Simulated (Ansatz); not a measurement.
The same path of C2H8BN (12 atoms, charge 0, multiplicity 1) was run twice with different band settings. The coordinate that changes most is the dihedral B1–N2–C3–C4.

Theory: RKS B3LYP/def2-SVP in Ansatz 0.2.0.

Relaxed end points:

```xyz
12
Properties=species:S:1:pos:R:3
B -1.723 1.023 0.313
N -0.348 0.822 0.297
C 0.377 -0.427 0.483
C 1.179 -0.847 -0.749
H -2.153 2.137 0.129
H -2.457 0.082 0.511
H 0.261 1.618 0.125
H -0.359 -1.204 0.740
H 1.058 -0.338 1.350
H 1.924 -0.081 -1.023
H 1.723 -1.786 -0.559
H 0.517 -0.999 -1.617
```

```xyz
12
Properties=species:S:1:pos:R:3
B -0.966 1.548 0.882
N -0.786 0.517 -0.033
C -0.058 -0.730 0.155
C 1.156 -0.862 -0.765
H -1.594 2.524 0.547
H -0.495 1.444 1.990
H -1.181 0.616 -0.966
H -0.738 -1.587 -0.009
H 0.257 -0.775 1.209
H 1.879 -0.052 -0.582
H 1.665 -1.825 -0.602
H 0.861 -0.817 -1.827
```

Common settings: movable images 5; climbing image yes; optimiser quadratic models (default); start path IDPP; force threshold 0.05 eV/Å; iteration limit 60; end points relaxed.

| run | spring |
| --- | --- |
| 1 | 5.0 eV/Å² |
| 2 | 50.0 eV/Å² |

**Question.** What does each run give, and how far can it be trusted?

**Answer.** Run 1: converged after 6 iterations, highest image 0.089 eV above the first end. A vibrational analysis at the climbing image gives one clearly imaginary mode, 126i cm⁻¹: a first-order saddle point.
Run 2: converged after 6 iterations, highest image 0.089 eV above the first end. Another band between the same ends (5 images) ends at a top of the same energy, where a vibrational analysis finds 1 clearly imaginary mode.
